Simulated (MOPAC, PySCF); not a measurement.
H₃Ga, SMILES `[GaH3]`, neutral singlet in the gas phase. 

Z-matrix (Å, degrees):
```
Ga
H 1 1.5681
H 1 1.5681 2 119.99
H 1 1.5681 2 120.00 3 179.92
```
Charge 0, spin multiplicity 1.

All levels are single points at this geometry (PBE0-D3(BJ)/def2-TZVP); Pople sets use spherical d functions. Orbital energies aren't observables, and empty levels follow the basis.

```json
[
 {"level": "PBE-D3(BJ)/def2-TZVP in PySCF", "HOMO (eV)": "-7.35", "LUMO (eV)": "-2.65", "gap (eV)": "4.70", "dipole (D)": "0.00", "vertical IE, Delta-SCF (eV)": "–"},
 {"level": "TPSSh-D3(BJ)/def2-TZVP in PySCF", "HOMO (eV)": "-8.04", "LUMO (eV)": "-2.12", "gap (eV)": "5.92", "dipole (D)": "0.00", "vertical IE, Delta-SCF (eV)": "11.09"},
 {"level": "B3LYP/3-21G in PySCF", "HOMO (eV)": "-8.29", "LUMO (eV)": "-2.03", "gap (eV)": "6.27", "dipole (D)": "0.00", "vertical IE, Delta-SCF (eV)": "–"},
 {"level": "B3LYP/6-311+G** (LANL2DZ on Ga) in PySCF", "HOMO (eV)": "-8.43", "LUMO (eV)": "-1.98", "gap (eV)": "6.45", "dipole (D)": "0.00", "vertical IE, Delta-SCF (eV)": "–"},
 {"level": "B3LYP/6-31G* in PySCF", "HOMO (eV)": "-8.42", "LUMO (eV)": "-2.12", "gap (eV)": "6.30", "dipole (D)": "0.00", "vertical IE, Delta-SCF (eV)": "11.30"},
 {"level": "BP86/6-31G* in PySCF", "HOMO (eV)": "-7.49", "LUMO (eV)": "-2.74", "gap (eV)": "4.75", "dipole (D)": "0.00", "vertical IE, Delta-SCF (eV)": "–"},
 {"level": "M06-2X/6-31G* in PySCF", "HOMO (eV)": "-9.72", "LUMO (eV)": "-1.36", "gap (eV)": "8.36", "dipole (D)": "0.00", "vertical IE, Delta-SCF (eV)": "–"},
 {"level": "SVWN5/6-31G* in PySCF", "HOMO (eV)": "-7.41", "LUMO (eV)": "-2.90", "gap (eV)": "4.51", "dipole (D)": "0.00", "vertical IE, Delta-SCF (eV)": "–"},
 {"level": "HF/6-31G* in PySCF", "HOMO (eV)": "-11.65", "LUMO (eV)": "0.82", "gap (eV)": "12.47", "dipole (D)": "0.00", "vertical IE, Delta-SCF (eV)": "10.69"},
 {"level": "AM1 in MOPAC", "HOMO (eV)": "-10.19", "LUMO (eV)": "-1.15", "gap (eV)": "9.04", "dipole (D)": "0.00", "vertical IE, Delta-SCF (eV)": "–"},
 {"level": "PM3 in MOPAC", "HOMO (eV)": "-11.85", "LUMO (eV)": "-3.80", "gap (eV)": "8.05", "dipole (D)": "0.00", "vertical IE, Delta-SCF (eV)": "–"},
 {"level": "PM6 in MOPAC", "HOMO (eV)": "-12.29", "LUMO (eV)": "-0.85", "gap (eV)": "11.44", "dipole (D)": "0.00", "vertical IE, Delta-SCF (eV)": "–"},
 {"level": "PM7 in MOPAC", "HOMO (eV)": "-10.71", "LUMO (eV)": "1.24", "gap (eV)": "11.96", "dipole (D)": "0.00", "vertical IE, Delta-SCF (eV)": "–"}
]
```
